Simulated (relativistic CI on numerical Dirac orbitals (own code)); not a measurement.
## Sc+ in a cubic cluster: 3s photoemission with charge transfer

Computed with a charge-transfer multiplet model of a cubic metal-ligand cluster with up to 2 ligand holes, Slater and spin-orbit integrals from Dirac-Coulomb-Breit ions, Slater integrals scaled by 0.8. The ground state mixes d2 with configurations of k ligand holes L, whose averages lie at kΔ + k(k − 1)U_dd/2; a core hole lowers each added d electron by U_cd. 20 K, Lorentzian 1.4 eV and Gaussian 0.8 eV FWHM.

Atomic integrals in eV (Slater integrals scaled, ζ unscaled), ground: F2dd 4.710, F4dd 2.885, zeta_d 0.005; with the core hole: F2dd 6.231, F4dd 3.884, zeta_d 0.010, G2cd 6.626.

Cluster parameters (eV): Δ = 8.3, U_cd = 4.8, 10Dq = 0.7, 10Dq(ligand) = 0.9, V(eg) = 2.4, V(t2g) = -1.1, final-state hopping factor = 1.

| Case | n_d | d2 | d3L | d4L2 | S |
| --- | --- | --- | --- | --- | --- |
| U_dd = 1.9 eV | 2.29 | 0.73 | 0.24 | 0.02 | 1.00 |
| U_dd = 4 eV | 2.28 | 0.74 | 0.24 | 0.02 | 1.00 |
| U_dd = 4.7 eV | 2.28 | 0.74 | 0.24 | 0.02 | 1.00 |

Weights, n_d and S are thermal averages at 20 K. Binding energies count from the first peak over 30 % of the highest in each spectrum, which can be another peak from case to case. The parameters are a model scan and need not match a compound or its usual spin state. Peaks in eV (height, largest 100):
- U_dd = 1.9 eV: 0.0 (100), 3.9 (53), 8.6 (10), 12.6 (6)
- U_dd = 4 eV: 0.0 (100), 3.9 (53), 9.0 (8)
- U_dd = 4.7 eV: 0.0 (100), 3.9 (53), 9.1 (8)

For the case U_dd = 4 eV, Δ = 8.3 eV is larger than U_dd = 4 eV, the Mott-Hubbard side of the Zaanen-Sawatzky-Allen scheme. With the core hole the average of the configuration with one ligand hole lies at Δ − U_cd = 3.5 eV before mixing: the effective hopping of about 5.1 eV (from the holes of the mixed ground state) is comparable with this gap or larger, so the configurations mix strongly.

Without intra-shell correlation the exchange splitting of the 3s hole comes out too large.
